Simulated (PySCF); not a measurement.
A structure optimised at PBE0-D3(BJ)/def2-SVP, used in a PySCF frequency run:

```xyz
5

Mo     0.0000     0.0000    -0.2933
O      0.0000    -1.3290    -1.2872
O      0.0000     1.3290    -1.2872
Cl    -1.8707     0.0000     0.9680
Cl     1.8707     0.0000     0.9680
```

**Question.** Write its SMILES, formula and point group.

**Answer.** [O]=[Mo](=[O])([Cl])[Cl], Cl₂MoO₂, C2v

**Question.** What are its rotational constants (standard atomic weights)?

**Answer.** 2.7434, 1.6590, 1.3448 GHz
